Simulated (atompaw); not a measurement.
# Cutoff test, Te, PAW (atompaw)

```
Element                 : Te (Z = 52)
Generator               : atompaw 4.2.0.5
Type                    : PAW
Functional              : PBE
Relativity              : scalar-relativistic
Frozen core             : [Kr] 4d10
Valence charge          : 6
Reference configuration : 5s2 5p2 (charge +2)
Partial waves           : 5s (bound): rc 2.15 bohr; 5s channel at -1.55 Ry: rc 2.15 bohr; 5p (bound): rc 2.15 bohr; 5p channel at 0.05 Ry: rc 2.15 bohr; 5d channel at 0.05 Ry: rc 1.70 bohr; 5d channel at 0.85 Ry: rc 2.15 bohr
Local potential         : bessel scheme, radius 1.60 bohr
Core correction         : smooth core density matched at 2.00 bohr
Augmentation charge     : sinc compensation charge, radius 1.60 bohr; PAW radius 2.15 bohr; waves and projectors: custom rrkj gramschmidtortho
```

The pseudo-atom Hamiltonian at the reference potential is diagonalised in spherical Bessel functions j_l(qr) that vanish at 20 bohr, with q² up to the cutoff. All-electron valence levels (Ry): 5s -2.4045, 5p -1.6393.

How do the lowest levels (Ry) of each channel move with the cutoff, and are there ghosts?

| cutoff (Ry) | s #1 | s #2 | p #1 | d #1 | d #2 | f #1 | f #2 | Σ f·Δε (mRy) |
| --- | --- | --- | --- | --- | --- | --- | --- | --- |
| 8 | -2.4042 | -0.7663 | -1.6387 | -0.7572 | -0.3240 | -0.3338 | -0.1850 | 2.2 |
| 10 | -2.4042 | -0.7667 | -1.6390 | -0.7575 | -0.3240 | -0.3352 | -0.1859 | 1.6 |
| 12 | -2.4043 | -0.7668 | -1.6391 | -0.7579 | -0.3241 | -0.3360 | -0.1864 | 1.3 |
| 15 | -2.4044 | -0.7669 | -1.6392 | -0.7582 | -0.3242 | -0.3366 | -0.1867 | 0.8 |
| 18 | -2.4045 | -0.7669 | -1.6393 | -0.7584 | -0.3242 | -0.3367 | -0.1868 | 0.4 |
| 21 | -2.4045 | -0.7669 | -1.6394 | -0.7584 | -0.3242 | -0.3368 | -0.1869 | 0.3 |
| 400 | -2.4046 | -0.7669 | -1.6394 | -0.7585 | -0.3242 | -0.3369 | -0.1869 | 0.0 |

Result: no extra level below or beside the all-electron valence levels (s, p, d, f tested); 10 mRy is reached at 6 Ry and 1 mRy at 15 Ry.
